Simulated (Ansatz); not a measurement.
SeSn (SMILES [Se]=[Sn]), singlet, at a GFN2-xTB geometry (such geometries of metal compounds can be far from the true shape) (core potentials on Sn). Base run: PBE0/def2-TZVP (Ansatz, a quantum-chemistry and plane-wave program).

Input for Ansatz:
Ansatz 0.2 input:
```yaml
crystal:
  periodic: [false, false, false]
  atoms:
    - {symbol: Sn, position_ang: [-0.00000000, -0.00000000, -0.94616634]}
    - {symbol: Se, position_ang: [0.00000000, 0.00000000, 1.39142108]}
basis:
  gaussian:
    orbitals: def2-TZVP
hamiltonian:
  xc: pbe0
```

Variants of this job, named by their change:

| change | basis functions | E (Eh) |
|---|---|---|
| base | 98 | -2615.63261 |
| basis = x2c-SVPall; relativity = spin-free X2C | 68 | -8604.86678 |
| basis = Sapporo-DKH3-DZP-2012; relativity = spin-free X2C; nucleus = Gaussian | 95 | -8605.40842 |
| basis = ANO-RCC-VDZP; relativity = spin-free X2C | 70 | -8605.82981 |
| basis = Sapporo-DKH3-DZP-2012; relativity = none | 95 | -8244.23027 |
| basis = x2c-SVPall; relativity = none | 68 | -8280.14905 |
| basis = Sapporo-DKH3-DZP-2012; relativity = spin-free X2C | 95 | -8605.57453 |
| basis = x2c-SVPall; relativity = spin-free X2C; nucleus = Gaussian | 68 | -8604.72686 |
| basis = ANO-RCC-VDZP; relativity = none | 70 | -8236.48215 |
| basis = ANO-RCC-VDZP; relativity = spin-free X2C; nucleus = Gaussian | 70 | -8605.64382 |

Totals shift with the method and basis; they matter in differences.

Ansatz warned in this series: the basis is contracted for relativity, which the run leaves out.

Basis sets contracted for a relativistic Hamiltonian are a mismatch without it, so the rows without relativity aren't non-relativistic limits. No row has spin-orbit coupling; sets with core potentials leave out the core electrons.
